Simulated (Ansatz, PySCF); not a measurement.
C2H7Cl2NSi, SMILES C[C@H](N)[SiH](Cl)Cl.

The structure is a stationary point at PBE-D3(BJ)/def2-SVP. The structure was generated by enumeration; whether it is a known compound was not checked. Other conformers were not sampled.

Vertical ionisation energy (IE) and electron affinity (EA) in eV. Rows of orbital energies are one-electron estimates. Where ΔSCF, EOM or ADC give a negative EA the extra electron is unbound and the value depends on the basis.

| level | IE | EA |
|---|---|---|
| −ε(HOMO), −ε(LUMO), ωB97X/def2-TZVP (PySCF) | 9.77 | -2.31 |
| −ε(HOMO), −ε(LUMO), PBE/def2-TZVP (PySCF) | 5.81 | 0.76 |
| ΔSCF, ωB97X-V/def2-SVPD (Ansatz), final states of multiplicity 2 and 2 | 9.68 | -1.72 |
| ΔSCF, PBE/def2-SVPD (Ansatz), final states of multiplicity 2 and 2 | 9.14 | -1.01 |

Problem. What vertical singlet–triplet gap does ΔSCF give with ωB97X-V/def2-SVPD (Ansatz, a first-principles code) and with PBE/def2-SVPD (Ansatz)? (The exact figures need the calculation; the answer reports its results.)

Solution. 6.63 and 5.64 eV (triplet above singlet where positive).
